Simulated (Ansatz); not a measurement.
The pair A = HF (SMILES F) (first 2 atoms), B = H2S (SMILES S); geometry from B3LYP-D3(BJ)/def2-TZVP.
(charge 0, multiplicity 1):
```xyz
5

F      0.0036    -0.1409    -0.3429
H      0.1275    -0.3538     0.5634
S      0.3015    -0.7028     2.7709
H     -1.0086    -0.4989     2.9897
H      0.6103     0.5781     3.0351
```

Cores are frozen in the correlated methods. MP2 and its Hartree–Fock in aug-cc-pV(Q+d)Z are density fitted.

The values were computed with Ansatz (Gaussian orbitals). Values without a source in brackets are computed.

The counterpoise-corrected interaction energy is E(AB) − E(A in the pair's basis) − E(B in the pair's basis). Total energies (hartree):

| level | AB | A in the pair's basis | B in the pair's basis |
|---|---|---|---|
| HF/aug-cc-pV(T+d)Z | -498.7806546 | -100.0596382 | -398.7158833 |
| MP2/aug-cc-pV(T+d)Z | -499.2606348 | -100.3408699 | -398.9116037 |
| HF/aug-cc-pV(Q+d)Z | -498.7913060 | -100.0670132 | -398.7191831 |
| MP2/aug-cc-pV(Q+d)Z | -499.3058680 | -100.3693806 | -398.9280458 |
| CCSD(T)/aug-cc-pV(T+d)Z | -499.3017182 | -100.3495454 | -398.9442340 |

Question: Work out the counterpoise-corrected interaction energy at the basis-set limit: extrapolate the MP2 correlation part as X⁻³, take Hartree–Fock from the larger set, and add the CCSD(T) − MP2 difference of aug-cc-pV(T+d)Z.

Answer: 
1. Differences (1 hartree = 627.509 kcal/mol): HF/aug-cc-pV(T+d)Z -3.221; MP2/aug-cc-pV(T+d)Z -5.121; HF/aug-cc-pV(Q+d)Z -3.206; MP2/aug-cc-pV(Q+d)Z -5.297; CCSD(T)/aug-cc-pV(T+d)Z -4.982.
2. Correlation parts, MP2 less HF: -1.900 in aug-cc-pV(T+d)Z (X = 3), -2.091 in aug-cc-pV(Q+d)Z (X = 4).
3. Limit (4³·(-2.091) − 3³·(-1.900))/(4³ − 3³) = -2.230; with HF/aug-cc-pV(Q+d)Z it gives -5.436.
4. CCSD(T) less MP2 in aug-cc-pV(T+d)Z: 0.140.
Result: -5.30 kcal/mol, against -5.12 at MP2/aug-cc-pV(T+d)Z. It is an estimate of this method's limit, not of the exact value.

Ansatz is a program for electronic structure.
